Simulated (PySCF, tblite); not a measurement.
Isomers of C5H9N3S, one GFN2-xTB conformer each. Single-point energies are computed at PBE0/pcSseg-1 (PySCF, gas phase, no added dispersion term), electronic only.

**Question.** Rank them by PBE0/pcSseg-1 energy, lowest first (kJ/mol).
A. `[CH3:1][S:2][c:3]1[n:4][n:5]([CH3:6])[n:7][c:8]1[CH3:9]` with C1–S2–C3–N4 0°
B. `[CH3:1][CH2:2][c:3]1[n:4][nH:5][n:6][c:7]1[S:8][CH3:9]` with C1–C2–C3–N4 -104°, N6–C7–S8–C9 -4°
C. `[CH3:1][CH2:2][n:3]1[cH:4][c:5]([S:6][CH3:7])[n:8][n:9]1` with C1–C2–N3–C4 76°, C4–C5–S6–C7 178°
D. `[CH3:1][S:2][c:3]1[n:4][n:5][n:6]([CH3:7])[c:8]1[CH3:9]` with C1–S2–C3–N4 0°
E. `[CH3:1][CH2:2][n:3]1[n:4][cH:5][c:6]([S:7][CH3:8])[n:9]1` with C1–C2–N3–N4 -88°, C5–C6–S7–C8 180°
F. `[CH3:1][S:2][c:3]1[n:4][n:5][c:6]([CH3:7])[n:8]1[CH3:9]` with C1–S2–C3–N4 -1°

**Answer.** F (0.0), A (23.6), B (27.3), E (35.9), D (47.9), C (60.6).

Neighbours under 10 kJ/mol apart (CSc1nn(C)nc1C and CCc1n[nH]nc1SC; CCc1n[nH]nc1SC and CCn1ncc(SC)n1) can change places with a better method, another conformer or zero-point energy. GFN2-xTB itself gives, in the same order: 0.0, 47.5, 78.8, 60.7, 61.0, 78.1. Both levels put the same isomer lowest; measured from each level's own lowest isomer, the values differ by up to 51.5 kJ/mol (CCc1n[nH]nc1SC: 78.8 against 27.3).

**Question.** Which frontier levels, dipoles and rotational constants go with these structures?

**Answer.** 
```csv
SMILES,"HOMO (eV, PBE0/pcSseg-1)",LUMO (eV),dipole (D),"A, B, C (MHz)"
CSc1nnc(C)n1C,-6.21,0.46,4.41,"3026, 998.3, 761.4"
CSc1nn(C)nc1C,-6.06,0.13,1.49,"2085, 1145, 749.7"
CCc1n[nH]nc1SC,-6.26,0.01,1.04,"1912, 1231, 796.7"
CCn1ncc(SC)n1,-6.18,-0.01,2.03,"3064, 831.3, 695.0"
CSc1nnn(C)c1C,-5.89,0.14,3.64,"2955, 976.8, 744.4"
CCn1cc(SC)nn1,-6.04,-0.06,3.28,"4325, 713.6, 648.5"
```

**Question.** What happens when harmonic zero-point energies from GFN2-xTB frequencies are added?

**Answer.** 
```tsv
SMILES	ZPE (kJ/mol)	electronic (kJ/mol)	with ZPE (kJ/mol)
CSc1nnc(C)n1C	367.3	0.0	0.0
CSc1nn(C)nc1C	366.7	23.6	23.0
CCc1n[nH]nc1SC	371.0	27.3	31.0
CCn1ncc(SC)n1	370.4	35.9	39.0
CSc1nnn(C)c1C	367.3	47.9	47.9
CCn1cc(SC)nn1	369.6	60.6	62.8
```

The zero-point energies span 4.3 kJ/mol. The order is unchanged.

**Question.** As an exercise, what shares would exp(−E/RT) give at 1000 K from these electronic energies alone (no entropy, no degeneracies)?

**Answer.** RT = 8.314 kJ/mol: CSc1nnc(C)n1C 89.8 %, CSc1nn(C)nc1C 5.2 %, CCc1n[nH]nc1SC 3.4 %, CCn1ncc(SC)n1 1.2 %, CSc1nnn(C)c1C 0.3 %, CCn1cc(SC)nn1 0.1 %.
